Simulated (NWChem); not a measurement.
System: SrH5SO2F; SMILES [SH][Sr](<-[OH2])(<-[OH2])[F]

```xyz
10

Sr    -0.0787     0.2922    -0.0135
F      0.1402     2.0939     1.2618
S      0.9412    -2.3899    -0.0006
H      1.1050    -2.4582     1.3407
O     -1.9258    -1.3575    -0.1486
H     -2.7778    -1.7930    -0.0545
H     -1.2095    -2.0585    -0.0925
O      0.4502     2.4547    -1.1347
H      0.9469     3.1287    -1.6043
H      0.4115     2.6923    -0.1548
```
Atoms are numbered in this order, from 1.

Computed with NWChem. The geometry was optimised at PBE0/def2-SVP. Not confirmed as a minimum by frequencies. def2 effective core potentials on Sr; no spin-orbit coupling. Level SCAN/def2-SVP: energy and gradient on several grids; changes count from the extra-fine grid, which is no exact limit either.

| grid | size of the energy change (μHa) | largest change of a gradient component (μHa/bohr) | time, medium = 1 (rough) |
|---|---|---|---|
| xcoarse | 400 | 6000 | about 1 |
| coarse | 10000 | 2000 | about 1 |
| medium | 2000 | 500 | about 1 |
| fine | 900 | 300 | about 1 |
| xfine | < 10 | < 30 | 2 |
